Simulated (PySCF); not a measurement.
Sn(Me)2(Cl) (C2H6ClSn), SMILES [Sn+]([Cl])([CH3])[CH3], charge +1. Heavy atoms are numbered as in [Sn+:1]([CH3:2])([CH3:6])[Cl:10]. Hydrogens are named by the atom that carries them.

The structure is a stationary point at B3LYP-D3(BJ)/def2-SVP. The multiplicity is an assumed one; no other spin state was optimised. The isomer is the one that the SMILES or the coordinates give; other isomers of the formula were not compared. The def2 effective core potentials stand for the cores of Sn; spin–orbit coupling is left out.

Computed with r2SCAN/def2-TZVP (PySCF).

ESP charges are fitted to the potential on shells at 1.4 to 2.0 van der Waals radii. Atomic charges (e), one atom of each kind:

| atom | Mulliken | Löwdin | ESP fit |
|---|---|---|---|
| Sn1 | 0.99 | [?] | 0.91 |
| C2 (CH3) | -0.48 | [?] | -0.53 |
| H on C2 | 0.20 | [?] | 0.21 |
| Cl10 | -0.19 | [?] | -0.11 |

### Question
Complete the blanks. (An estimate is asked for; the answer gives what the named calculation found.)

### Answer

- Sn1, Löwdin: 0.77
- C2 (CH3), Löwdin: -0.44
- H on C2, Löwdin: 0.16
- Cl10, Löwdin: 0.18
